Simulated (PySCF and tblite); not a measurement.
The numbers below are computed, except where a source is named.
Stationary points of C$_{4}$H$_{4}$BClF$_{2}$ at GFN2-xTB, in Å:

Structure A

```
 1 C    -2.455    0.453   -0.321
 2 C    -1.395   -0.169    0.187
 3 C    -0.040    0.186   -0.160
 4 C     1.075   -0.390    0.306
 5 Cl    0.989   -1.706    1.450
 6 B     2.568   -0.039   -0.042
 7 F     3.227   -0.618   -1.020
 8 F     3.276    0.827    0.648
 9 H    -2.353    1.263   -1.025
10 H    -3.459    0.175   -0.050
11 H    -1.516   -0.978    0.892
12 H     0.083    0.997   -0.866
```

Structure B

```
 1 C    -2.410    0.553   -0.219
 2 C    -1.378   -0.208    0.145
 3 C    -0.013    0.171   -0.091
 4 C     1.087   -0.537    0.245
 5 Cl    0.922   -2.071    1.045
 6 B     2.523   -0.041   -0.054
 7 F     3.616   -0.702    0.256
 8 F     2.733    1.115   -0.659
 9 H    -2.266    1.500   -0.714
10 H    -3.427    0.255   -0.035
11 H    -1.540   -1.155    0.640
12 H     0.154    1.119   -0.586
```

Level: PBE0/pcSseg-1 + D3(BJ), IEF-PCM methanol on GFN2-xTB stationary points, with GFN2-xTB thermal terms.

Which structure is a saddle point, and along which motion?

A: one imaginary mode (55i cm⁻¹ at GFN2-xTB, mostly on F7, F8, Cl5), along the rotation about the B6–C4 bond (torsion F7–B6–C4–C3 from -180° to 0°, rising).

Give their symmetry and energies above the lowest.

A Cs, 7.3 kcal/mol; B Cs, 0.0 kcal/mol.
